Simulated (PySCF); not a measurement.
CH6ClFSi2. Atoms are numbered in the order given.

```xyz
11

C     -1.7265    -0.9981     0.7632
Si    -0.2444     0.0374     0.3146
F     -0.0129     1.1385     1.4973
Si     1.7628    -1.1200    -0.0286
Cl    -0.6614     1.0969    -1.4290
H     -2.6147    -0.3580     0.8862
H     -1.5491    -1.5379     1.7073
H     -1.9364    -1.7344    -0.0285
H      2.8431    -0.1577    -0.3847
H      2.1496    -1.8735     1.2007
H      1.5692    -2.0874    -1.1482
```
Charge 0, spin multiplicity 1.

Geometry: B3LYP-D3(BJ)/def2-SVP. The structure was generated by enumeration; whether it is a known compound was not checked.

The numbers are results of TDDFT-PBE/def2-SVPD in PySCF, not measurements.

Vertical excitations. Gas-phase values at a fixed geometry.

Computed lowest excited states:
| state | energy (eV) | λ (nm) | f | main pairs |
|---|---|---|---|---|
| S1 | 6.22 | 199 | 0.015 | HOMO→LUMO 90 % |
| S2 | 6.34 | 195 | 0.034 | HOMO→LUMO+1 89 % |
| S3 | 6.69 | 185 | 0.094 | HOMO→LUMO+2 91 % |
| S4 | 7.08 | 175 | 0.018 | HOMO−1→LUMO 79 %, HOMO−1→LUMO+1 15 % |
| S5 | 7.13 | 174 | 0.019 | HOMO−1→LUMO+1 61 %, HOMO→LUMO+3 20 %, HOMO−1→LUMO 12 % |
| S6 | 7.14 | 174 | 0.110 | HOMO→LUMO+3 61 %, HOMO−1→LUMO+1 20 % |
| S7 | 7.36 | 168 | 0.011 | HOMO−2→LUMO 85 % |
| S8 | 7.49 | 166 | 0.042 | HOMO−2→LUMO+1 87 % |
| S9 | 7.55 | 164 | 0.004 | HOMO→LUMO+4 82 %, HOMO−1→LUMO+2 14 % |
| S10 | 7.61 | 163 | 0.028 | HOMO−1→LUMO+2 81 % |
| T1 | 5.59 | 222 | 0 | HOMO→LUMO 97 % |
| T2 | 5.69 | 218 | 0 | HOMO→LUMO+1 97 % |
| T3 | 6.42 | 193 | 0 | HOMO→LUMO+2 75 %, HOMO→LUMO+3 24 % |
| T4 | 6.58 | 188 | 0 | HOMO→LUMO+3 73 %, HOMO→LUMO+2 24 % |
Triplets are in the Tamm–Dancoff approximation, which puts them higher than full response would, so one can lie above its singlet here.
